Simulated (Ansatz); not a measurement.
`C[O][Sn][O]C` + H₂O → `C[O][Sn][OH]` + CH₃OH  (formal hydrolysis of the Sn–O bond)

Calculated with Ansatz (gas phase, PBE0-D4/def2-TZVP geometries, no zero-point term in ΔE). CCSD(T)/CBS is the MP2 limit (def2-TZVPP, def2-QZVPP) plus CCSD(T) − MP2 in def2-TZVPP, frozen cores. This one scheme is used for every species. DFT in def2-TZVPP. B3LYP here is the variant with VWN-RPA as its local correlation; programs differ in this. def2 core potentials past Kr. For Sn outer-core shells are correlated without core-valence functions, which leaves a few kJ/mol of doubt a bond. Each species was taken in one conformer, which may not be the lowest.

| level | ΔE (kcal/mol) | difference from CCSD(T)/CBS |
| --- | --- | --- |
| LDA (SPW92) | -1.7 | -0.9 |
| revPBE-D4 | -1.1 | -0.3 |
| B97M-V | -1.8 | -1.0 |
| PBE0-D4 | -1.6 | -0.8 |
| r2SCAN0-D4 | -1.9 | -1.1 |
| CAM-B3LYP-D4 | -1.4 | -0.6 |
| ωB97X-V | -2.0 | -1.2 |
| PBE-QIDH | -1.9 | -1.1 |
| PBE | -2.5 | -1.7 |
| revPBE | -2.9 | -2.1 |
| B3LYP | -2.5 | -1.7 |
| CAM-B3LYP | -2.4 | -1.6 |
| RPA@PBE/def2-TZVPP | -1.6 | -0.8 |
| CCSD/def2-SVP | -1.2 | -0.4 |
| HF/def2-TZVPP | -2.8 | -2.0 |
| HF/CBS(def2) | -2.6 | -1.8 |
| CCSD(T)/CBS | -0.8 | 0 |

Largest T1 diagnostic among the species: 0.017.

In def2-TZVPP, CCSD(T) changes the Hartree–Fock value by +1.4 kcal/mol (the triples alone add +0.3 kcal/mol) and MP2 by +1.8 kcal/mol. Leaving LDA and LC-ωPBE aside and taking each functional with its dispersion term where it has one, the values, not all of them listed here, spread over 1.4 kcal/mol, from ωB97M-V to BLYP-D4. LDA lies +0.8 kcal/mol from PBE without D4.
